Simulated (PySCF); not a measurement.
Compound: C2H6FNSi (charge +1 and doublet state).
Z-matrix (Å and degrees, GFN2-xTB geometry), rows numbered from 1:
```
C 
C   1  1.2980
Si  2  1.9805  1  120.85
N   3  1.6945  2  107.33  1   116.35
F   3  1.5864  2  103.54  1     3.32
H   1  1.0887  2  121.17  3  -179.94
H   1  1.0820  2  125.53  3     0.03
H   2  1.0781  1  127.57  3  -179.71
H   3  1.4483  2  105.24  1  -114.93
H   4  1.0092  3  125.55  2    69.58
H   4  1.0128  3  122.59  2  -109.83
```

The hyperfine couplings belong to this conformer and change with its torsions.

The species is `C=C[Si@H]([NH2+])F` [radical] (charge +1).

Method used: UKS B3LYP, pcH-1 on C F H N Si, non-relativistic, mean-field spin-orbit, GIAO (PySCF). One conformer (not necessarily the lowest) at the GFN2-xTB geometry, without solvent, vibrations or thermal averaging. A GFN2-xTB geometry isn't a minimum of the functional, and hyperfine couplings can be far from their values at a DFT geometry, by a factor of two or more for some ions and for spin on atoms past the first row. Stability of the SCF solution: not tested.

Question: Match the computed a_iso(13C) values +53.6, -6.1 MHz with the sites C1; C2.

Answer: 
| site | a_iso (MHz) | ρ(0) (bohr⁻³) | position | distance from N4 (Å) | spin population | largest \|T\| (MHz) |
| --- | --- | --- | --- | --- | --- | --- |
| C1 | -6.1 | -0.0054 | 3 bonds from N4 | 3.92 | +0.04 | 19.3 |
| C2 | +53.6 | +0.0477 | 2 bonds from N4 | 2.97 | +0.31 | 61.4 |

ρ(0) is the spin density at the nucleus and T the dipolar tensor; a_iso includes a spin–orbit part. Largest spin populations (Mulliken): N4 (+0.52), C2 (+0.31) and H9 (+0.08). The angles at N4 add up to 360.0°, so it is planar.

β density exceeds α density at some nuclei, such as Si3 (-0.0728), H10 (-0.0076) and H11 (-0.0076), spin density in bohr⁻³. In a single determinant that takes different orbitals for the two spins, that is spin polarisation.

H10 and H11 aren't averaged: N4 is flat or nearly so (angle sum 360°), and its turn about the short N4–Si3 bond (1.69 Å) is taken as slow.

N4, the radical centre as drawn in `C=C[Si@H]([NH2+])F`, holds a spin population of +0.52 out of 1.
